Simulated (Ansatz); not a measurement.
Total energies of C4H8Si, SMILES `CC#CC[SiH3]`.

```xyz
13

C    -0.528    2.253   -1.546
C    -0.194    1.290   -0.514
C     0.085    0.503    0.352
C     0.409   -0.496    1.348
Si    0.257   -2.233    0.618
H     0.301    2.944   -1.720
H    -1.402    2.845   -1.262
H    -0.754    1.756   -2.493
H     1.430   -0.360    1.722
H    -0.258   -0.419    2.213
H     1.193   -2.380   -0.526
H    -1.133   -2.461    0.151
H     0.595   -3.244    1.657
```

Total charge 0; spin multiplicity 1. The structure was optimised at the PBE0-D4/def2-TZVP level. Basis def2-TZVPP, Ansatz.

RPA on PBE orbitals: Hartree–Fock energy of these orbitals -445.02269 Eh, correlation -1.32390 Eh (frozen core).

```json
{"functional": "LDA (SPW92)", "kind": "LDA", "energy without D4 (Eh)": "-444.07718", "D4 term (kJ/mol)": "–"}
{"functional": "PBE", "kind": "GGA", "energy without D4 (Eh)": "-446.36150", "D4 term (kJ/mol)": "-23.5"}
{"functional": "revPBE", "kind": "GGA", "energy without D4 (Eh)": "-446.62772", "D4 term (kJ/mol)": "-74.8"}
{"functional": "BLYP", "kind": "GGA", "energy without D4 (Eh)": "-446.65137", "D4 term (kJ/mol)": "-51.8"}
{"functional": "r2SCAN", "kind": "meta-GGA", "energy without D4 (Eh)": "-446.60665", "D4 term (kJ/mol)": "-6.1"}
{"functional": "B97M-V", "kind": "meta-GGA with VV10", "energy without D4 (Eh)": "-446.66622", "D4 term (kJ/mol)": "–"}
{"functional": "PBE0", "kind": "global hybrid, 25 % exact exchange", "energy without D4 (Eh)": "-446.41375", "D4 term (kJ/mol)": "-19.9"}
{"functional": "B3LYP", "kind": "global hybrid, 20 %", "energy without D4 (Eh)": "-446.76853", "D4 term (kJ/mol)": "-37.6"}
{"functional": "r2SCANh", "kind": "meta-GGA hybrid, 10 %", "energy without D4 (Eh)": "-446.59889", "D4 term (kJ/mol)": "-6.4"}
{"functional": "r2SCAN0", "kind": "meta-GGA hybrid, 25 %", "energy without D4 (Eh)": "-446.58826", "D4 term (kJ/mol)": "-7.1"}
{"functional": "HSE06 (plane-wave form)", "kind": "screened hybrid", "energy without D4 (Eh)": "-446.39728", "D4 term (kJ/mol)": "-18.5"}
{"functional": "BHLYP", "kind": "global hybrid, 50 %", "energy without D4 (Eh)": "-446.63689", "D4 term (kJ/mol)": "-27.7"}
{"functional": "CAM-B3LYP", "kind": "range-separated hybrid", "energy without D4 (Eh)": "-446.64849", "D4 term (kJ/mol)": "-20.1"}
{"functional": "LC-ωPBE", "kind": "long-range corrected hybrid", "energy without D4 (Eh)": "-446.53365", "D4 term (kJ/mol)": "–"}
{"functional": "ωB97X-V", "kind": "range-separated hybrid GGA with VV10", "energy without D4 (Eh)": "-446.64256", "D4 term (kJ/mol)": "–"}
{"functional": "ωB97M-V", "kind": "range-separated hybrid meta-GGA with VV10", "energy without D4 (Eh)": "-446.62769", "D4 term (kJ/mol)": "–"}
{"functional": "B2PLYP", "kind": "double hybrid", "energy without D4 (Eh)": "-446.46778", "D4 term (kJ/mol)": "–"}
{"functional": "PBE-QIDH", "kind": "double hybrid", "energy without D4 (Eh)": "-446.30503", "D4 term (kJ/mol)": "–"}
```

B3LYP takes the VWN-RPA correlation (the form of Gaussian; ORCA's B3LYP/G). HSE06 is the plane-wave form, built on full-range PBE exchange. The double hybrids freeze the cores in their second-order part.

LC-ωPBE has ω = 0.4 bohr⁻¹.
